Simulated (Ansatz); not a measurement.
## Worked example: C2H7BS + BH(SH)2 → C2H7BS2 + BH2(SH)

Species: C2H7BS `CCBS`, singlet; BH(SH)2, singlet; C2H7BS2 `CCB(S)S`, singlet; BH2(SH), singlet. The partners trade H for SH; both sit on B, so the bond types are kept.

Shapes, held fixed at every level: PBE0-D4/def2-TZVP. Flexible molecules stand in one conformer, not always the lowest. Programs: Ansatz 0.2.0. The zero-point and thermal change to 298 K, harmonic and unscaled (PBE0-D4/def2-TZVP), is -0.5 kJ/mol.

At CCSD(T)/CBS estimate; 1 Eh = 2625.50 kJ/mol:

```
species  energy (Eh)
 C2H7BS  -502.917836
BH(SH)2  -822.200004
C2H7BS2  -900.735037
BH2(SH)  -424.381978
```

**Question.** Work out ΔH(298 K) of the reaction at this level.

**Answer.** 
1. Products less reactants: (-900.735037) + (-424.381978) − [(-502.917836) + (-822.200004)] = 0.000825 Eh = +2.2 kJ/mol.
2. With the thermal change: +2.2 + (-0.5) = +1.7 kJ/mol.

Other levels give +2.4 (CCSD/def2-SVP) to +6.2 kJ/mol (HF/def2-SVP). No measured value is set beside it here. The CBS estimate extrapolates MP2 from def2-TZVPP and def2-QZVPP and adds CCSD(T) − MP2 in the triple-zeta set, cores frozen. That is about zero within the method's error.
